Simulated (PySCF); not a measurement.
**C₆ coefficients of unlike pairs at PBE**

Calculated with PySCF 2.14 from the dipole response of each species, C₆(A,B) = (3/π) ∫ α_A(iu) α_B(iu) du, in atomic units, from isotropic polarisabilities. For ions this is the dispersion term alone; charge-induced terms of lower order in 1/R come first.

```
species       configuration                                                                             basis     relativity  α (bohr³)  C₆ (like pair)
 Al(2+)       [Ne] 3s1 (2S)                                                         def2-QZVPPD (10s6p5d2f1g)           none      13.63           36.50
  O(3+)   [He] 2s2 2p1 (2P)                                                         aug-cc-pVTZ-DK (5s4p3d2f)  spin-free X2C      1.342           1.253
     Ni   [Ar] 3d8 4s2 (3F)  aug-cc-pVTZ with one added diffuse shell each of s, p, d, f, g type (9s8p6d4f3g)           none      49.29           400.2
 Ge(2+)  [Ar] 3d10 4s2 (1S)                                                         def2-QZVPPD (12s7p5d4f1g)           none      10.82           42.38
```

Q: Estimate C₆ for Ge(2+) with O(3+).

A: The integral gives 6.987. The combination rule 2 C_A C_B / (C_A α_B/α_A + C_B α_A/α_B) gives 6.915 and the geometric mean 7.287.

No spin-orbit coupling is included.

The other pairs:

```tsv
pair	C₆
Ni, O(3+)	18.49
Ge(2+), Ni	122.7
Ni, Al(2+)	120.5
Ge(2+), Al(2+)	37.61
O(3+), Al(2+)	5.701
```
